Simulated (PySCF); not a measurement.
Species: C5H15NSi2.
SMILES with atom numbers: `[CH3:1][CH2:2][CH2:3][N:4]1[SiH2:5][CH2:6][CH2:7][SiH2:8]1` (hydrogens: H9, H10, H11 on C1; H12, H13 on C2; H14, H15 on C3; H16, H17 on Si5; H18, H19 on C6; H20, H21 on C7; H22, H23 on Si8)

The same species was optimised twice, with GFN2-xTB and with PBE0-D3(BJ)/def2-SVP (PySCF), and the same property calculations (PySCF, gas phase) were run on both structures.

| coordinate | GFN2-xTB | PBE0-D3(BJ)/def2-SVP | change |
| --- | --- | --- | --- |
| N4–Si5 (Å) | 1.735 | 1.749 | +0.014 |
| N4–Si8 (Å) | 1.735 | 1.749 | +0.014 |
| C3–N4 (Å) | 1.441 | 1.454 | +0.013 |
| C6–C7 (Å) | 1.532 | 1.542 | +0.010 |
| C7–Si8 (Å) | 1.899 | 1.892 | -0.007 |
| Si5–C6 (Å) | 1.898 | 1.890 | -0.008 |
| C1–C2 (Å) | 1.523 | 1.519 | -0.004 |
| C2–C3 (Å) | 1.528 | 1.525 | -0.003 |
| Si5–N4–Si8 (°) | 116.4 | 113.1 | -3.3 |
| N4–Si5–C6 (°) | 97.0 | 99.6 | +2.6 |
| C3–N4–Si5 (°) | 121.7 | 123.7 | +2.0 |
| N4–Si8–C7 (°) | 97.9 | 99.8 | +1.9 |
| C3–N4–Si8 (°) | 121.5 | 123.2 | +1.7 |
| C2–C3–N4 (°) | 112.5 | 113.8 | +1.3 |
| C1–C2–C3 (°) | 112.0 | 112.9 | +0.9 |
| C6–C7–Si8 (°) | 108.8 | 107.9 | -0.9 |
| C1–C2–C3–N4 (°) | 178 | 179 | +1 |
| C2–C3–N4–Si5 (°) | 84 | 86 | +2 |

Rotational constants: A = 2571, B = 854.9, C = 699.5 MHz (GFN2-xTB) against A = 2593, B = 824.1, C = 680.1 MHz (PBE0-D3(BJ)/def2-SVP). Point groups within 0.08 Å: C1 and C1.

On the GFN2-xTB structure: HOMO (eV) -6.62 [PBE0/pcSseg-1]; LUMO (eV) 0.55 [PBE0/pcSseg-1]; dipole (D) 0.19 [PBE0/pcSseg-1]; GIAO shielding of C1 (ppm) 173.7 [PBE0/pcSseg-1]; GIAO shielding of C2 (ppm) 157.7 [PBE0/pcSseg-1]; GIAO shielding of C3 (ppm) 135.9 [PBE0/pcSseg-1]; GIAO shielding of N4 (ppm) 238.1 [PBE0/pcSseg-1]; GIAO shielding of Si5/Si8 (mean) (ppm) 369.9 [PBE0/pcSseg-1]; GIAO shielding of C6/C7 (mean) (ppm) 178.1 [PBE0/pcSseg-1].

Q: What do these properties become on the PBE0-D3(BJ)/def2-SVP structure?

A: 
| property | level | on GFN2-xTB | on PBE0-D3(BJ)/def2-SVP | change |
| --- | --- | --- | --- | --- |
| HOMO (eV) | PBE0/pcSseg-1 | -6.62 | -6.72 | -0.10 |
| LUMO (eV) | PBE0/pcSseg-1 | 0.55 | 0.56 | +0.01 |
| dipole (D) | PBE0/pcSseg-1 | 0.19 | 0.18 | -0.01 |
| energy, GFN2-xTB geometry as zero (kcal/mol) | PBE0/pcSseg-1 | 0.0 | -2.3 | -2.3 |
| GIAO shielding of C1 (ppm) | PBE0/pcSseg-1 | 173.7 | 171.6 | -2.1 |
| GIAO shielding of C2 (ppm) | PBE0/pcSseg-1 | 157.7 | 156.6 | -1.1 |
| GIAO shielding of C3 (ppm) | PBE0/pcSseg-1 | 135.9 | 134.6 | -1.3 |
| GIAO shielding of N4 (ppm) | PBE0/pcSseg-1 | 238.1 | 237.8 | -0.3 |
| GIAO shielding of Si5/Si8 (mean) (ppm) | PBE0/pcSseg-1 | 369.9 | 369.6 | -0.3 |
| GIAO shielding of C6/C7 (mean) (ppm) | PBE0/pcSseg-1 | 178.1 | 177.0 | -1.1 |

The heavy atoms differ by 0.049 Å rms after alignment. Among bonds between heavy atoms C3–N4, N4–Si5 and N4–Si8 change most and about equally (+0.013 to +0.014 Å). Changes are differences of the printed values. Neither structure is proved a minimum here.
